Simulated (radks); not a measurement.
Results of a calculation; reference values are marked as such.
Question: Ti3+, configuration [Ar] 4s1 (not the ground configuration). Code: a radial shooting solver on a logarithmic mesh with Libxc functionals. Model: non-relativistic Kohn-Sham, PBEsol, spin-unpolarised, spherical densities, point nucleus. Some entries of the table are withheld. Estimate them.

| orbital | occ. | eigenvalue (eV) | <1/r> (bohr^-1) |
|---|---|---|---|
| 1s | 2 | (1) | 21.51 |
| 2s | 2 | (2) | 4.488 |
| 2p | 6 | (3) | 4.426 |
| 3s | 2 | -101.3953 | 1.425 |
| 3p | 6 | (4) | 1.320 |
| 4s | 1 | -28.9167 | 0.5254 |

Answer: 
(1) 1s eigenvalue (eV): -4872.574
(2) 2s eigenvalue (eV): -573.8724
(3) 2p eigenvalue (eV): -486.6084
(4) 3p eigenvalue (eV): -77.8473
